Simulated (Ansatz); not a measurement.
Total energies of Cl2F2Sn (`[F][Sn]([F])([Cl])[Cl]`).

```csv
atom,x (Å),y (Å),z (Å)
F1,-1.901,-0.170,0.073
Sn2,-0.021,-0.019,0.025
F3,0.604,-1.041,1.483
Cl4,0.754,-0.923,-1.909
Cl5,0.564,2.154,0.328
```

Charge 0, multiplicity 1. Correlated methods include outer-core shells of Sn, which these sets cover unevenly. Sn takes the def2 core potential. The structure was optimised at the PBE0-D4/def2-TZVP level. Basis def2-TZVPP, Ansatz 0.2.0.

RPA on PBE orbitals: Hartree–Fock energy of these orbitals -1331.42098 Eh, correlation -1.77251 Eh (frozen core).

| functional | energy without D4 (Eh) | D4 term (kJ/mol) |
| --- | --- | --- |
| LDA (SPW92) | -1330.09009 | – |
| PBE | -1334.09591 | -15.6 |
| revPBE | -1334.46375 | -35.5 |
| BLYP | -1334.58958 | -32.5 |
| r2SCAN | -1334.60333 | -3.5 |
| B97M-V | -1334.35517 | – |
| PBE0 | -1334.17238 | -13.4 |
| B3LYP | -1334.75571 | -25.5 |
| r2SCANh | -1334.57588 | -3.9 |
| r2SCAN0 | -1334.53653 | -4.4 |
| HSE06 (plane-wave form) | -1334.14788 | -12.8 |
| BHLYP | -1334.51520 | -23.7 |
| CAM-B3LYP | -1334.62828 | -14.1 |
| LC-ωPBE | -1334.33538 | – |
| ωB97X-V | -1334.43762 | – |
| ωB97M-V | -1334.52630 | – |
| B2PLYP | -1334.09088 | – |
| PBE-QIDH | -1333.78910 | – |

B3LYP takes the VWN-RPA correlation (the form of Gaussian; ORCA's B3LYP/G). HSE06 is the plane-wave form, built on full-range PBE exchange. The double hybrids freeze the cores in their second-order part.

LC-ωPBE has ω = 0.4 bohr⁻¹.
